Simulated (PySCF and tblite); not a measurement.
Results of a calculation; reference values are marked as such.
4 regioisomers of C₆H₇BrO:

```tsv
isomer	SMILES
A	[O:1]=[C:2]1[CH2:3][CH2:4][CH2:5][CH:6]=[C:7]1[Br:8]
B	[O:1]=[C:2]1[CH:3]=[C:4]([Br:5])[CH2:6][CH2:7][CH2:8]1
C	[O:1]=[C:2]1[CH:3]=[CH:4][CH2:5][C@H:6]([Br:7])[CH2:8]1
D	[O:1]=[C:2]1[CH:3]=[CH:4][C@H:5]([Br:6])[CH2:7][CH2:8]1
```

Each isomer is a Boltzmann average at 298.15 K over at most 3 conformers: GFN2-xTB geometries, energies B3LYP/def2-SVP (IEF-PCM, dichloromethane) (D3(BJ) added where defined), GIAO shieldings KT3/pcSseg-1 (IEF-PCM, dichloromethane), GFN2-xTB thermal terms. Programs: PySCF with density fitting and tblite.

Q: What shifts does each isomer give (ppm; of two unlike H on one atom, a is the less shielded)?

A: 
A: ¹H (against TMS): 7.78 (H6, 1H), 2.81 (H5, 2H), 2.69 (H3, 2H), 2.14 (H4, 2H). ¹³C (against TMS): 182.2 (C2), 153.1 (C6), 134.5 (C7), 43.8 (C3), 35.9 (C5), 30.6 (C4).

B: ¹H (against TMS): 6.36 (H3, 1H), 2.98 (H6, 2H), 2.39 (H8, 2H), 2.17 (H7, 2H). ¹³C (against TMS): 185.3 (C2), 168.9 (C4), 129.7 (C3), 43.4 (C6), 41.2 (C8), 30.8 (C7).

C: ¹H (against TMS): 7.38 (H4, 1H), 6.05 (H3, 1H), 4.92 (H6, 1H), 3.18 (H5a, 1H), 3.04 (H5b, 1H), 2.99 (H8a, 1H), 2.93 (H8b, 1H). ¹³C (against TMS): 185.9 (C2), 149.4 (C4), 126.1 (C3), 64.2 (C6), 53.4 (C8), 43.3 (C5).

D: ¹H (against TMS): 7.31 (H4, 1H), 5.88 (H3, 1H), 5.30 (H5, 1H), 3.34 (H8a, 1H), 2.76 (H7a, 1H), 2.55 (H7b, 1H), 2.39 (H8b, 1H). ¹³C (against TMS): 189.5 (C2), 147.0 (C4), 125.7 (C3), 63.0 (C5), 39.9 (C8), 39.7 (C7).

Spin–orbit effects of the heavy atoms on shieldings are missing. At a carbon that bears Br the missing effect is some 10 ppm, beside I tens of ppm. Shifts are unscaled: against experiment ¹³C can be off by 15 ppm or more and ¹H by 0.8 ppm.
